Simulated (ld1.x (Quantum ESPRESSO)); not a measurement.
Which change was made? (N, RRKJ)

```json
{"Element": "nitrogen (N)", "Generator": "ld1.x (Quantum ESPRESSO) 7.5", "Type": "norm-conserving RRKJ (Kleinman–Bylander form)", "Functional": "PBE", "Relativity": "non-relativistic", "Frozen core": "[He]", "Valence charge": "5", "Reference configuration": "2s2 2p2.5 (charge +0.5)", "Partial waves": "2s (bound): rc 1.00 bohr; 2p (bound): rc 1.95 bohr; 3d channel at 0.05 Ry: rc 1.55 bohr", "Local potential": "the d channel", "Core correction": "a·sin(br)/r model core inside 0.45 bohr"}
```

Cutoffs, loose and tight: the cutoffs (Ry, on a coarse ladder) from which the occupation-weighted sum of valence levels, in a spherical-Bessel basis at the reference potential, stays within 10 and 1 mRy of its value at 400 Ry. They do not see the model core or the augmentation charge, which bear on the density cutoff. Test errors are all-electron minus pseudo excitation energies from the reference, over the configurations 2s2 2p3; 2s2 2p2; 2s2 2p1; 2s2 2p0; 2s2 2p3.3; 2s1 2p3; 2s0 2p5; variants that change the core or the reference have their own tests.

The base gives: outcome: generated; cutoff, loose: 80 Ry; cutoff, tight: 100 Ry; bound ghosts: none; largest test error (meV): +1745.

(1) After one change the result is: outcome: generated; cutoff, loose: 55 Ry; cutoff, tight: 70 Ry; bound ghosts: none; largest test error (meV): +1759. Which change was it?
A. wave 2p (bound): rc 1.95 bohr becomes 2p (bound): rc 2.28 bohr
B. wave 2s (bound): rc 1.00 bohr becomes 2s (bound): rc 1.20 bohr
C. reference 2s2 2p1

Answers

(1) B. The others give: reference 2s2 2p1 → outcome: generated; cutoff, loose: 80 Ry; cutoff, tight: 100 Ry; bound ghosts: none; largest test error (meV): +1263 | wave 2p (bound): rc 1.95 bohr becomes 2p (bound): rc 2.28 bohr → outcome: generated; cutoff, loose: 80 Ry; cutoff, tight: 100 Ry; bound ghosts: none; largest test error (meV): +2981.
